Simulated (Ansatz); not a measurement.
Molecule: GeCl$_{2}$, net charge 1, doublet state. 
Structure (B3LYP-D3(BJ)/def2-TZVP (Ansatz, a program for electronic structure) minimum search):
```xyz
3

Ge     0.0006    -0.0052     0.5407
Cl     1.1761     1.3934    -0.4968
Cl    -1.1771    -1.3837    -0.5209
```
Charge +1, spin multiplicity 2.

Basis-set convergence of Hartree-Fock and CCSD correlation energies (hartree) with Ansatz. Correlated levels leave the core frozen unless marked. UHF or UKS for open shells. Spin-orbit coupling is left out. Frozen are the shells of the preceding noble gas and the d and f shells that filled before the atom's block. No relativistic terms.

```tsv
basis	functions	E(HF)	E(corr, CCSD)
def2-SVPD	92	-2993.57167	-0.37411
def2-TZVPPD	156	___	___
```

### Question
What belongs in the gaps?

### Answer

- def2-TZVPPD, E(HF): -2994.14771
- def2-TZVPPD, E(corr, CCSD): -0.47836
